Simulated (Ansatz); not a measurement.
Ansatz (an electronic-structure program) job for Sn(Me)2(Cl)2 anion (C2H6Cl2Sn), SMILES [Sn]([CH3])([CH3])([Cl])[Cl] (connectivity only; charge and spin as stated), charge -1, multiplicity 2, PBE-D3(BJ)/def2-SVPD. 

Ansatz 0.2 input:
```yaml
crystal:
  periodic: [false, false, false]
  atoms:
    - {symbol: C, position_ang: [0.00010270, -1.19395182, 1.74176233]}
    - {symbol: Sn, position_ang: [-0.00000259, 0.11763525, 0.00000000]}
    - {symbol: C, position_ang: [0.00010270, -1.19395182, -1.74176233]}
    - {symbol: Cl, position_ang: [-2.58926043, 0.49801923, -0.00000000]}
    - {symbol: Cl, position_ang: [2.58911689, 0.49812220, -0.00000000]}
    - {symbol: H, position_ang: [0.90172261, -1.82158313, 1.70386129]}
    - {symbol: H, position_ang: [0.00531698, -0.60799093, 2.67012176]}
    - {symbol: H, position_ang: [-0.90637085, -1.81479847, 1.70927837]}
    - {symbol: H, position_ang: [0.00531697, -0.60799093, -2.67012176]}
    - {symbol: H, position_ang: [0.90172261, -1.82158313, -1.70386129]}
    - {symbol: H, position_ang: [-0.90637084, -1.81479847, -1.70927837]}
basis:
  gaussian:
    orbitals: def2-SVPD
hamiltonian:
  xc: pbe
  dispersion: d3bj
total_charge: -1
magnetization: {spin_polarized: true, initial_magnetization: 1}
relax: {f_tol: 0.002, max_steps: 200}
```

It prints:

```
WARN ansatz: RAYON_NUM_THREADS=1 ignored (pool sized by the plan → 1); use --threads N
Functional definition: PBE
integrals: 0.14 GiB planned
1627 factors; their error is unknown
mean field: 0.95 GiB planned
mean field evaluation 1: about -33020.3245 eV, gradient 4.4e1 eV
mean field evaluation 2: about -32997.0794 eV, gradient 7.2e1 eV
mean field evaluation 4: about -33030.2230 eV, gradient 5.9e0 eV
mean field evaluation 8: about -33030.3763 eV, gradient 1.4e-1 eV
mean field evaluation 16: about -33030.3764 eV, gradient 9.5e-5 eV
mean field -33030.37635561 eV, -1213.8439422754 hartree, gradient 1.3e-5 eV, S^2 0.751232; 0 other end points of the search recorded, 0 dependent functions left out
the calculation of the forces begins
reference -33030.37641292 eV, -1213.8439443816 hartree; 38, 37 occupied and 136, 137 virtual orbitals, 1627 factors
relax step   1: F+E_penalty+E_count = -33030.65653765 eV  Δ(F+E_penalty+E_count) = +0.000e0 eV  max|allowed force component| = 3.562e-1 eV/Å  Δτ_max = 0.0000 Å  (34 SCF iters, accepted)
these checks for a lower state are left out or cut short: starts, cluster_reference, orbital_swaps, neighbouring_geometries, increment
integrals: 0.14 GiB planned
1627 factors; their error is unknown
mean field: 0.95 GiB planned
mean field -33030.40175740 eV, -1213.8448757739 hartree, gradient 2.5e-5 eV, S^2 0.751262; 0 other end points of the search recorded, 0 dependent functions left out
the calculation of the forces begins
reference -33030.40181436 eV, -1213.8448778673 hartree; 38, 37 occupied and 136, 137 virtual orbitals, 1627 factors
relax step   2: F+E_penalty+E_count = -33030.67783874 eV  Δ(F+E_penalty+E_count) = -2.130e-2 eV  max|allowed force component| = 7.115e-2 eV/Å  Δτ_max = 0.0469 Å  (33 SCF iters, accepted)
these checks for a lower state are left out or cut short: starts, cluster_reference, orbital_swaps, neighbouring_geometries, increment
integrals: 0.14 GiB planned
1627 factors; their error is unknown
mean field: 0.95 GiB planned
mean field evaluation 32: about -33030.4033 eV, gradient 5.1e-4 eV
mean field -33030.40329875 eV, -1213.8449324178 hartree, gradient 1.2e-5 eV, S^2 0.751263; 0 other end points of the search recorded, 0 dependent functions left out
the calculation of the forces begins
reference -33030.40335588 eV, -1213.8449345172 hartree; 38, 37 occupied and 136, 137 virtual orbitals, 1627 factors
relax step   3: F+E_penalty+E_count = -33030.67875224 eV  Δ(F+E_penalty+E_count) = -9.135e-4 eV  max|allowed force component| = 3.779e-2 eV/Å  Δτ_max = 0.0222 Å  (34 SCF iters, accepted)
these checks for a lower state are left out or cut short: starts, cluster_reference, orbital_swaps, neighbouring_geometries, increment
integrals: 0.14 GiB planned
1627 factors; their error is unknown
mean field: 0.95 GiB planned
mean field -33030.40355825 eV, -1213.8449419541 hartree, gradient 1.3e-5 eV, S^2 0.751264; 0 other end points of the search recorded, 0 dependent functions left out
the calculation of the forces begins
reference -33030.40361532 eV, -1213.8449440513 hartree; 38, 37 occupied and 136, 137 virtual orbitals, 1627 factors
relax step   4: F+E_penalty+E_count = -33030.67904812 eV  Δ(F+E_penalty+E_count) = -2.959e-4 eV  max|allowed force component| = 1.819e-2 eV/Å  Δτ_max = 0.0094 Å  (34 SCF iters, accepted)
these checks for a lower state are left out or cut short: starts, cluster_reference, orbital_swaps, neighbouring_geometries, increment
integrals: 0.14 GiB planned
1627 factors; their error is unknown
mean field: 0.95 GiB planned
mean field -33030.40367632 eV, -1213.8449462931 hartree, gradient 1.3e-5 eV, S^2 0.751264; 0 other end points of the search recorded, 0 dependent functions left out
the calculation of the forces begins
reference -33030.40373340 eV, -1213.8449483906 hartree; 38, 37 occupied and 136, 137 virtual orbitals, 1627 factors
relax step   5: F+E_penalty+E_count = -33030.67913521 eV  Δ(F+E_penalty+E_count) = -8.709e-5 eV  max|allowed force component| = 5.655e-3 eV/Å  Δτ_max = 0.0033 Å  (27 SCF iters, accepted)
these checks for a lower state are left out or cut short: starts, cluster_reference, orbital_swaps, neighbouring_geometries, increment
integrals: 0.14 GiB planned
1627 factors; their error is unknown
mean field: 0.95 GiB planned
mean field -33030.40377964 eV, -1213.8449500900 hartree, gradient 1.0e-5 eV, S^2 0.751264; 0 other end points of the search recorded, 0 dependent functions left out
the calculation of the forces begins
reference -33030.40383673 eV, -1213.8449521880 hartree; 38, 37 occupied and 136, 137 virtual orbitals, 1627 factors
relax step   6: F+E_penalty+E_count = -33030.67914284 eV  Δ(F+E_penalty+E_count) = -7.633e-6 eV  max|allowed force component| = 1.491e-2 eV/Å  Δτ_max = 0.0047 Å  (28 SCF iters, accepted)
these checks for a lower state are left out or cut short: starts, cluster_reference, orbital_swaps, neighbouring_geometries, increment
integrals: 0.14 GiB planned
1627 factors; their error is unknown
mean field: 0.95 GiB planned
mean field evaluation 64: about -33030.4036 eV, gradient 1.3e-5 eV
mean field -33030.40360375 eV, -1213.8449436260 hartree, gradient 1.3e-5 eV, S^2 0.751264; 0 other end points of the search recorded, 0 dependent functions left out
the calculation of the forces begins
reference -33030.40366077 eV, -1213.8449457217 hartree; 38, 37 occupied and 136, 137 virtual orbitals, 1627 factors
relax step   7: F+E_penalty+E_count = -33030.67915751 eV  Δ(F+E_penalty+E_count) = -1.467e-5 eV  max|allowed force component| = 6.971e-3 eV/Å  Δτ_max = 0.0072 Å  (34 SCF iters, accepted)
these checks for a lower state are left out or cut short: starts, cluster_reference, orbital_swaps, neighbouring_geometries, increment
integrals: 0.14 GiB planned
1627 factors; their error is unknown
mean field: 0.95 GiB planned
mean field -33030.40369948 eV, -1213.8449471440 hartree, gradient 2.4e-5 eV, S^2 0.751264; 0 other end points of the search recorded, 0 dependent functions left out
the calculation of the forces begins
reference -33030.40375653 eV, -1213.8449492406 hartree; 38, 37 occupied and 136, 137 virtual orbitals, 1627 factors
relax step   8: F+E_penalty+E_count = -33030.67916855 eV  Δ(F+E_penalty+E_count) = -1.104e-5 eV  max|allowed force component| = 6.018e-4 eV/Å  Δτ_max = 0.0020 Å  (27 SCF iters, accepted)
integrals: 0.14 GiB planned
1627 factors; their error is unknown
mean field: 0.95 GiB planned
mean field -33030.40369948 eV, -1213.8449471440 hartree, gradient 2.3e-5 eV, S^2 0.751264; 1 other end points of the search recorded, 0 dependent functions left out
the calculation of the forces begins
reference -33030.40375653 eV, -1213.8449492406 hartree; 38, 37 occupied and 136, 137 virtual orbitals, 1627 factors
Total energy: -33030.67922560 eV, -1213.8550725422 hartree
Atom 0 at    -0.000035    -1.213384     1.747118 Å, force     0.000018    -0.000226     0.000400 eV/Å
Atom 1 at     0.000568     0.144272     0.000000 Å, force     0.000033     0.000602     0.000000 eV/Å
Atom 2 at    -0.000035    -1.213384    -1.747118 Å, force     0.000018    -0.000226    -0.000400 eV/Å
Atom 3 at    -2.609669     0.577269    -0.000001 Å, force    -0.000031     0.000194    -0.000000 eV/Å
Atom 4 at     2.611191     0.574522     0.000001 Å, force     0.000066     0.000159    -0.000000 eV/Å
Atom 5 at     0.909966    -1.841115     1.693937 Å, force     0.000098    -0.000191     0.000150 eV/Å
Atom 6 at     0.002452    -0.637597     2.690387 Å, force    -0.000059     0.000196     0.000227 eV/Å
Atom 7 at    -0.912728    -1.837372     1.696307 Å, force    -0.000091    -0.000257     0.000129 eV/Å
Atom 8 at     0.002452    -0.637597    -2.690387 Å, force    -0.000059     0.000196    -0.000227 eV/Å
Atom 9 at     0.909965    -1.841116    -1.693936 Å, force     0.000098    -0.000191    -0.000150 eV/Å
Atom 10 at    -0.912729    -1.837371    -1.696307 Å, force    -0.000091    -0.000257    -0.000129 eV/Å
Dipole moment:    -0.000132    -0.409889     0.000000 e Å
```

Self-consistency was reached.
